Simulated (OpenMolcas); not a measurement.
Re6+ (d1) among equal point charges was computed by CASSCF with the d shell active (OpenMolcas, ANO-RCC-VDZP on the metal). Its lowest spin-free states, and all those of the highest spin:

```tsv
2S+1	Degeneracy	E (cm-1)
2	2	0.0
2	3	7330
```

**Question.** Is the site octahedral, tetrahedral or cube-like, axial, or of lower symmetry?

**Answer.** The states with 2S+1 = 2 have orbital degeneracies 2, 3. Threefold states need a cubic site. For d1 at this spin an octahedron puts the threefold T2 below the twofold E and a tetrahedron or cube puts the twofold E below the threefold T2, so the site is a tetrahedron or a cube, which this pattern cannot tell apart. The first gap at this spin, 7330 cm-1, is |10Dq| in ligand-field theory. The run had Re6+ among 4 point charges of -2 e arranged as a tetrahedron (Td), 1.72 Å from the ion.

Spin-orbit coupling mixes the spin-free states strongly: the lowest level takes only 70 % from its leading state, 2E. An orbital doublet at a regular site is open to a Jahn-Teller distortion, which this geometry leaves out. Point charges carry no covalency, so the field is a model and not that of real ligands. No measured value stands beside these numbers.
